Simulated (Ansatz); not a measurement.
Cs₅⁻. Total charge -1; triplet. Geometry PBE0/def2-TZVPD; atoms count from 1.

Cartesian coordinates in Å:
```
Cs -3.472 -1.560 -4.614
Cs 1.304 -0.682 3.330
Cs 0.314 1.637 -1.468
Cs -2.016 -3.032 0.000
Cs 3.870 3.637 2.752
```

In the def2 sets Cs takes a core potential; there is no spin–orbit coupling. The charge -1 triplet is spin-contaminated (final ⟨S²⟩ up to 2.14, 2.00 for a pure state). At PBE0/def2-TZVPD a singlet of charge -1 lies 0.13 eV below the triplet, each at its own geometry. The structure comes from a short search, and lower isomers may exist.

Problem. Estimate the Mulliken populations from the PBE0/def2-TZVPD orbitals of Ansatz.

Solution. 
```json
{"atom": "Cs1", "charge (e)": "-0.49", "spin (α − β)": "0.39"}
{"atom": "Cs2", "charge (e)": "0.14", "spin (α − β)": "0.11"}
{"atom": "Cs3", "charge (e)": "-0.31", "spin (α − β)": "0.99"}
{"atom": "Cs4", "charge (e)": "0.14", "spin (α − β)": "0.11"}
{"atom": "Cs5", "charge (e)": "-0.49", "spin (α − β)": "0.39"}
```
Mulliken values and Mayer orders depend strongly on the basis. With diffuse functions, as here, like atoms can get unlike values, and bond orders can come out too low or too high.

Problem. Where does the spin sit?

Solution. Summed by element: Cs 2.00, of 2 unpaired in all. Largest on single atoms: Cs3 0.99, Cs5 0.39, Cs1 0.39.
